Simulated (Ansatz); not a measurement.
Reaction (formal exchange of groups at a Te–C bond): `CC(C)[TeH]` + `[CH3][AlH][CH3]` → `[CH3][Al]([CH3])[TeH]` + propane

Gas-phase electronic energies from Ansatz, PBE0-D4/def2-TZVP geometries. CBS: MP2 limit from def2 TZ/QZ plus the TZ coupled-cluster correction, frozen cores. Functionals use def2-TZVPP. B3LYP here is the variant with VWN-RPA as its local correlation; programs differ in this. HSE06 is defined as in plane-wave codes. Elements past krypton have def2 core potentials. For Te outer-core shells are correlated without core-valence functions, which leaves a few kJ/mol of doubt a bond.

```json
{"level": "LDA (SPW92)", "ΔE (kJ/mol)": "-164.1", "difference from CCSD(T)/CBS": "-0.8"}
{"level": "PBE-D4", "ΔE (kJ/mol)": "-164.8", "difference from CCSD(T)/CBS": "-1.5"}
{"level": "revPBE-D4", "ΔE (kJ/mol)": "-158.2", "difference from CCSD(T)/CBS": "5.1"}
{"level": "BLYP-D4", "ΔE (kJ/mol)": "-155.2", "difference from CCSD(T)/CBS": "8.1"}
{"level": "B97M-V", "ΔE (kJ/mol)": "-154.1", "difference from CCSD(T)/CBS": "9.2"}
{"level": "PBE0-D4", "ΔE (kJ/mol)": "-171.3", "difference from CCSD(T)/CBS": "-8.0"}
{"level": "B3LYP-D4", "ΔE (kJ/mol)": "-162.8", "difference from CCSD(T)/CBS": "0.5"}
{"level": "r2SCANh-D4", "ΔE (kJ/mol)": "-172.6", "difference from CCSD(T)/CBS": "-9.3"}
{"level": "r2SCAN0-D4", "ΔE (kJ/mol)": "-175.3", "difference from CCSD(T)/CBS": "-12.0"}
{"level": "HSE06-D4", "ΔE (kJ/mol)": "-171.7", "difference from CCSD(T)/CBS": "-8.4"}
{"level": "BHLYP-D4", "ΔE (kJ/mol)": "-170.9", "difference from CCSD(T)/CBS": "-7.6"}
{"level": "CAM-B3LYP-D4", "ΔE (kJ/mol)": "-164.8", "difference from CCSD(T)/CBS": "-1.5"}
{"level": "ωB97X-V", "ΔE (kJ/mol)": "-164.3", "difference from CCSD(T)/CBS": "-1.0"}
{"level": "ωB97M-V", "ΔE (kJ/mol)": "-164.9", "difference from CCSD(T)/CBS": "-1.6"}
{"level": "B2PLYP", "ΔE (kJ/mol)": "-166.9", "difference from CCSD(T)/CBS": "-3.6"}
{"level": "PBE", "ΔE (kJ/mol)": "-168.2", "difference from CCSD(T)/CBS": "-4.9"}
{"level": "BLYP", "ΔE (kJ/mol)": "-163.7", "difference from CCSD(T)/CBS": "-0.4"}
{"level": "r2SCAN", "ΔE (kJ/mol)": "-171.2", "difference from CCSD(T)/CBS": "-7.9"}
{"level": "PBE0", "ΔE (kJ/mol)": "-173.9", "difference from CCSD(T)/CBS": "-10.6"}
{"level": "B3LYP", "ΔE (kJ/mol)": "-168.6", "difference from CCSD(T)/CBS": "-5.3"}
{"level": "r2SCANh", "ΔE (kJ/mol)": "-173.1", "difference from CCSD(T)/CBS": "-9.8"}
{"level": "r2SCAN0", "ΔE (kJ/mol)": "-175.9", "difference from CCSD(T)/CBS": "-12.6"}
{"level": "HSE06", "ΔE (kJ/mol)": "-174.0", "difference from CCSD(T)/CBS": "-10.7"}
{"level": "BHLYP", "ΔE (kJ/mol)": "-174.0", "difference from CCSD(T)/CBS": "-10.7"}
{"level": "CAM-B3LYP", "ΔE (kJ/mol)": "-167.3", "difference from CCSD(T)/CBS": "-4.0"}
{"level": "LC-ωPBE", "ΔE (kJ/mol)": "-172.2", "difference from CCSD(T)/CBS": "-8.9"}
{"level": "RPA@PBE/def2-TZVPP", "ΔE (kJ/mol)": "-153.8", "difference from CCSD(T)/CBS": "9.5"}
{"level": "HF/def2-SVP", "ΔE (kJ/mol)": "-187.0", "difference from CCSD(T)/CBS": "-23.7"}
{"level": "MP2/def2-SVP", "ΔE (kJ/mol)": "-172.0", "difference from CCSD(T)/CBS": "-8.7"}
{"level": "CCSD/def2-SVP", "ΔE (kJ/mol)": "-173.8", "difference from CCSD(T)/CBS": "-10.5"}
{"level": "CCSD(T)/def2-SVP", "ΔE (kJ/mol)": "-171.2", "difference from CCSD(T)/CBS": "-7.9"}
{"level": "HF/def2-TZVPP", "ΔE (kJ/mol)": "-180.3", "difference from CCSD(T)/CBS": "-17.0"}
{"level": "MP2/def2-TZVPP", "ΔE (kJ/mol)": "-163.1", "difference from CCSD(T)/CBS": "0.2"}
{"level": "CCSD/def2-TZVPP", "ΔE (kJ/mol)": "-165.2", "difference from CCSD(T)/CBS": "-1.9"}
{"level": "CCSD(T)/def2-TZVPP", "ΔE (kJ/mol)": "-162.5", "difference from CCSD(T)/CBS": "0.8"}
{"level": "MP2/def2-QZVPP", "ΔE (kJ/mol)": "-163.1", "difference from CCSD(T)/CBS": "0.2"}
{"level": "SCS-MP2/def2-QZVPP", "ΔE (kJ/mol)": "-161.2", "difference from CCSD(T)/CBS": "2.1"}
{"level": "HF/CBS(def2)", "ΔE (kJ/mol)": "-178.7", "difference from CCSD(T)/CBS": "-15.4"}
{"level": "MP2/CBS(def2)", "ΔE (kJ/mol)": "-164.0", "difference from CCSD(T)/CBS": "-0.7"}
{"level": "CCSD/CBS(def2)", "ΔE (kJ/mol)": "-166.0", "difference from CCSD(T)/CBS": "-2.7"}
{"level": "CCSD(T)/CBS", "ΔE (kJ/mol)": "-163.3", "difference from CCSD(T)/CBS": "0"}
```

Largest T1 diagnostic among the species: 0.010.

Leaving LDA and LC-ωPBE aside and taking each functional with its dispersion term where it has one, the values spread over 21.3 kJ/mol, from r2SCAN0-D4 to B97M-V. LDA lies +4.1 kJ/mol from PBE without D4. From PBE to PBE0 (25 % exact exchange), in def2-TZVPP and without D4, ΔE moves by −5.7 kJ/mol. At CCSD(T), def2-SVP lies −7.9 kJ/mol from the extrapolated value and def2-TZVPP +0.8 kJ/mol.
